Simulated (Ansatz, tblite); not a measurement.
Forces on the cluster K2Na2 at its PBE/def2-TZVP geometry. Charge 0, multiplicity 1.

The xTB rows come from tblite. At PBE0/def2-TZVP the restricted singlet is unstable: a solution with broken spin symmetry lies lower. The structure comes from a short search, and lower isomers may exist.

GFN1-xTB (tblite), largest force 0.60 eV/Å:

```xyz
4
positions Å, forces eV/Å
Na   -0.185   -3.380    0.641   -0.072    0.150    0.106
Na    0.733   -0.586   -1.175   -0.110    0.023    0.183
K     0.489    3.475   -1.162   -0.124   -0.092    0.217
K    -1.037    0.491    1.696    0.306   -0.080   -0.507
```

GFN2-xTB (tblite), largest force 0.38 eV/Å:

```
Na 0.083 0.110 -0.150
Na -0.141 -0.232 0.261
K -0.065 -0.030 0.113
K 0.124 0.153 -0.223
```

PBE0/def2-TZVP (Ansatz), largest force 0.04 eV/Å:

```
Na 0.000 -0.008 0.002
Na 0.013 -0.003 -0.021
K 0.007 0.014 -0.013
K -0.019 -0.002 0.032
```
